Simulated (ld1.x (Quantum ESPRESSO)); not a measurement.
## Before and after: TM semilocal potential for Xe (Z = 54)

xenon (Xe), norm-conserving Troullier–Martins (semilocal form), made with ld1.x (Quantum ESPRESSO) 7.5 (PBEsol, scalar-relativistic). Core [Kr] 4d10, reference 5s2 5p6. Waves: 5p (bound): rc 1.75 bohr; 5d channel at 0.35 Ry: rc 1.70 bohr; 5s (bound): rc 1.25 bohr. Local part: the s channel. Core correction: a·sin(br)/r model core inside 1.10 bohr.

All-electron outer shells of the reference configuration (PBEsol, scalar-relativistic, ld1.x):

```json
{"shell": "4p", "level (eV)": "-141.07", "outermost node (bohr)": "0.36", "outermost maximum (bohr)": "0.69"}
{"shell": "4d", "level (eV)": "-59.31", "outermost node (bohr)": "0.34", "outermost maximum (bohr)": "0.75"}
{"shell": "5s", "level (eV)": "-19.78", "outermost node (bohr)": "0.85", "outermost maximum (bohr)": "1.63"}
{"shell": "5p", "level (eV)": "-8.24", "outermost node (bohr)": "0.92", "outermost maximum (bohr)": "1.91"}
```

Change: reference 5s2 5p5.

Cutoffs: the cutoffs (Ry, on a coarse ladder) from which the occupation-weighted sum of valence levels, in a spherical-Bessel basis at the reference potential, stays within 10 and 1 mRy of its value at 400 Ry; they do not see the model core or the augmentation charge, which bear on the density cutoff. Errors are all-electron minus pseudo energies relative to the spin-unpolarised reference configuration.

What does the change do?

The potential gets neither clearly harder nor softer (140 Ry and 230 Ry → 140 Ry and 230 Ry); neither file shows a bound ghost. A semilocal file is local in each channel, so a ghost entry of none says nothing of the separable form that plane-wave codes build from it.

| quantity | base | changed |
| --- | --- | --- |
| cutoff, loose | 140 Ry | 140 Ry |
| cutoff, tight | 230 Ry | 230 Ry |
| bound ghosts | none | none |
| largest error over its own tests, meV | -21 | -28 |
| s: phases at 1.90 bohr within 0.05 rad from the reference energy up to (Ry; the scan ends near 5) | -0.2 | -0.8 |
| p: phases at 1.90 bohr within 0.05 rad from the reference energy up to (Ry; the scan ends near 5) | to the end of the scan | 4.5 |
| d: phases at 1.90 bohr within 0.05 rad from the reference energy up to (Ry; the scan ends near 5) | 1.0 | 1.0 |
